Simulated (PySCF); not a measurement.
# Computed properties of InBr₂, SMILES [Br][In+][Br], charge +1

InBr2, SMILES [Br][In+][Br], charge +1. Geometry: B3LYP-D3(BJ)/def2-SVP. The multiplicity is an assumed one; other spin states were not compared. The isomer is the one that the SMILES or the coordinates give; other isomers of the formula were not compared. The def2 effective core potentials stand for the cores of In; spin–orbit coupling is left out. Other conformers were not sampled. All values are computed for the isolated molecule unless a solvent is named; none is compared with measurement here.

**Structure.** The optimised structure has D∞h symmetry. All 4 harmonic modes at B3LYP-D3(BJ)/def2-SVP (PySCF) are real, so it is a minimum. With heavy atoms numbered as in [In+:1]([Br:2])[Br:3], the shortest bond between them is In1–Br2 at 2.396 Å and the longest In1–Br3 at 2.396 Å.

**Vibrations.** The strongest infrared lines (harmonic, unscaled, degenerate partners summed) lie at 350 cm⁻¹ (28 km/mol, In 58 %, Br 42 %), 62 cm⁻¹ (9 km/mol, In 58 %, Br 42 %). The softest mode is at 62 cm⁻¹ and the zero-point energy is 1.0 kcal/mol.

**Electronic structure.** ωB97X/def2-TZVPD (PySCF) places the frontier levels at -16.43 and -7.18 eV, a gap of 9.25 eV and a mean polarisability of 71.8 bohr³.

**Excitations.** TDA-B3LYP/def2-SVPD (PySCF) has S1 at 3.30 eV (376 nm, f = 0.000, dark); the most intense of the 10 singlets computed lies at 3.68 eV (f = 0.02). Strengths of degenerate partners are summed. T1 (TDA) is at 2.87 eV, 0.43 eV under S1. No vertical singlet excitation falls in the visible range (under 3.1 eV).
